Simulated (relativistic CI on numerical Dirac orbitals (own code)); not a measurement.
**Hyperfine structure of Tl XL, mass number 203**

Calculated at this level of theory: Dirac-Coulomb-Breit CI, orbitals from a KLI potential per configuration, model QED (radiative potential, 1s self-energy scaled to tabulated hydrogen-like ionisation energies), unscaled Slater integrals (own radial code, finite nucleus).

CI space (outside the closed core [Ar] 3d10): 4s²4p⁶4d⁶, 4s²4p⁶4d⁵4f, 4s²4p⁵4d⁷, 4s²4p⁴4d⁸, 4s4p⁶4d⁷, 4p⁶4d⁸, 4s4p⁶4d⁶4f, 4s4p⁵4d⁸, 4s²4p⁶4d⁵5s, 4s²4p⁶4d⁵5d, 4s²4p⁴4d⁷5s, 4s²4p⁶4d⁴5s², 4s4p⁶4d⁶5s, 4s²4p⁶4d⁵6s, 4p⁶4d⁷5s, 4p⁶4d⁷5p. Levels of other configurations are missing.

Nuclear spin I = 1/2, μ = 1.616 μN (tables of Stone and Pyykkö). The electronic factors are computed for point nuclear moments, without core polarisation or the Bohr-Weisskopf and QED corrections.

```
        Level  E (cm⁻¹)  A (MHz)
4s²4p⁶4d⁶ ⁵D3    201938    29550
4s²4p⁶4d⁶ ³G5    243940    59430
4s²4p⁶4d⁶ ³H6    247542    66100
4s²4p⁶4d⁶ ³P1    315325    34720
```

Levels with J = 0, under 50 % of one LS term, or S terms without an open s electron are left out. Small factors come from cancelling terms and can be off by tens of per cent or more.

At this charge energies of transitions that change n are usually good to better than 1 %, and those within a shell (Δn = 0) to a few per cent. Terms inside the open d or f shell come out 10 to 20 % too wide with unscaled integrals.

(1) Give the hyperfine levels of 4s²4p⁶4d⁶ ⁵D3 relative to its centre of gravity.

## Answers

(1) With K = F(F + 1) − I(I + 1) − J(J + 1), E = AK/2: F = 5/2: -59100, F = 7/2: 44330 MHz.

LS names give the leading component of a level, which can be under half, so a name can repeat, a term be missing and a line seem to break the LS rules.
